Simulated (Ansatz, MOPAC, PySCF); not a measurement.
Lewis adduct: GaH3 (SMILES [GaH3]) (first 4 atoms) with PH3 (SMILES P); geometry from B3LYP-D3(BJ)/def2-TZVP, rigid monomers moved along the line of their centres of mass till Ga1···P5 is 4.63 Å.
(charge 0, multiplicity 1):
```csv
atom,x (Å),y (Å),z (Å)
Ga,-0.4614,0.4894,0.7103
H,-1.5394,1.4970,1.2656
H,-0.9507,-0.7987,-0.0558
H,1.0039,1.0125,0.4553
P,0.4288,-1.5978,4.7427
H,1.3813,-2.6348,4.7864
H,0.9185,-0.8315,5.8186
H,-0.6141,-2.2554,5.4242
```

Interaction energies are E(AB) − E(A) − E(B) at the monomers' geometry in the complex; basis-set methods are counterpoise corrected. Rows marked so take none.

Frozen-core correlation. Filled d and f shells under p-block atoms count as core. CBS(a, b) extrapolates the correlation energy as X⁻³ and adds the Hartree–Fock energy of set b. Rows in 3-21G, 6-31G*, STO-3G carry no dispersion term and start afresh at each structure (6-31G* with six Cartesian d functions); the Pople sets are all-electron and without relativity. The state reached by PM3, PM6 isn't checked.

The values were computed with Ansatz (Gaussian orbitals); MOPAC for PM3, PM6 (differences of heats of formation); PySCF for 3-21G rows, 6-31G* rows, STO-3G rows, the dispersion terms. 

Other levels give for the interaction energy: PBE/def2-TZVPPD -6.9; B3LYP/def2-TZVPPD -5.5; B3LYP-D3(BJ)/def2-TZVPPD -8.1; wB97M-V/def2-TZVPPD -7.4; CCSD(T)/CBS(def2-SVPD, def2-TZVPPD) -7.6 kJ/mol.

Question: What do these common cheap choices give for the same quantity: PM3, PM6, HF/STO-3G (no counterpoise), HF/3-21G (no counterpoise), HF/6-31G*, BP86/6-31G* (no counterpoise), B3LYP/3-21G (no counterpoise), M06-2X/6-31G* (no counterpoise)?

Answer: PM3 -33.5; PM6 -2.4; HF/STO-3G (no counterpoise) -3.3; HF/3-21G (no counterpoise) -12.5; HF/6-31G* -7.6; BP86/6-31G* (no counterpoise) -6.4; B3LYP/3-21G (no counterpoise) -12.0; M06-2X/6-31G* (no counterpoise) -9.1 kJ/mol. They span -33.5 to -2.4 kJ/mol.

Ansatz is a first-principles code.
